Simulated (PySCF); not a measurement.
# Correlation energy of Co (cobalt, neutral)

[Ar] 3d6 4s2 5s1, high-spin 6D determinant (an excited configuration). Computed with PySCF 2.14 in aug-cc-pVTZ (8s7p5d3f2g, 93 functions), with no relativity, point nucleus. Frozen: [Ar]; 9 electrons correlated.

```csv
level,correlation energy (mhartree)
CCSD,-201.04
(T),-6.17
CCSD(T),-207.21
```

Diagnostics: T1 = 0.020, D1 = 0.0722, largest double amplitude 0.090.

**Question.** Is a single reference adequate?

**Answer.** Mostly. T1 lies below 0.03, but a double amplitude of this size points to a near-degeneracy that CCSD handles and MP2 describes poorly.
